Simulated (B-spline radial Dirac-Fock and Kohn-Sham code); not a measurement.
Ge²⁺: non-radiative channels of the 2s vacancy

System: Ge²⁺ in the configuration [Ar] 3d10 4s2, inside a Watson sphere of charge -2 and radius 2.7 Å (a model of the Madelung potential; inside it an electron's potential energy is raised by 10.7 eV).

The run's input, task.json:

```json
{"items": [{
  "Z": 32,
  "q": 2,
  "cfg": [[1, 0, 2], [2, 0, 2], [2, 1, 6], [3, 0, 2], [3, 1, 6], [3, 2, 10], [4, 0, 2]],
  "A": 74,
  "rrms": 4.0742,
  "watson": [-2, 2.7],
  "do": ["binding", "quiet", "decay"],
  "holes": ["K", "L1", "L2", "L3", "M1", "M2", "M3", "M4", "M5", "N1"]
}]}
```

Run with: `python xray_run.py task.json out`

Level of theory: a relativistic independent-particle model: LDA orbitals of the hole state, radiative multipoles to third order, Auger rates from the Coulomb interaction with a continuum orbital, Dirac-Fock energies; an atomic code on a B-spline grid. Kinetic energies are configuration averages from the vacuum level; the two-hole energies are estimated from single-hole states.

```
transition  kinetic energy (eV)  width (meV)  share (%)
   L1-L3M2                21.53          663        8.5
   L1-L3M3                26.95         1390       17.9
   L1-L2M5                92.91          902       11.6
   L1-L2M4                93.39          561        7.2
   L1-L3M4                123.6         1440       18.5
   L1-L3M5                124.9         2050       26.4
   L1-L2N1                132.9         71.9        0.9
   L1-L3N1                164.1          126        1.6
   L1-M1M1               1000.6         28.4        0.4
   L1-M1M2               1061.8         52.9        0.7
   L1-M1M3               1066.2          102        1.3
   L1-M1M4               1160.3         65.1        0.8
   L1-M1M5               1160.9         95.2        1.2
   L1-M4M5               1317.8          110        1.4
   L1-M5M5               1318.6         30.4        0.4
```

Coster-Kronig rates are the weakest part of this model and often come out 1.5 to 2.5 times too large. The listed channels hold 99 % of the non-radiative rate. Summed by principal shells, of 7.79 eV in all: LLM 90.0 %, LMM 7.0 %, LLN 2.5 %, LMN 0.4 %.

Values without a named source are computed, but for edge energies of neutral atoms, which are taken from tables.
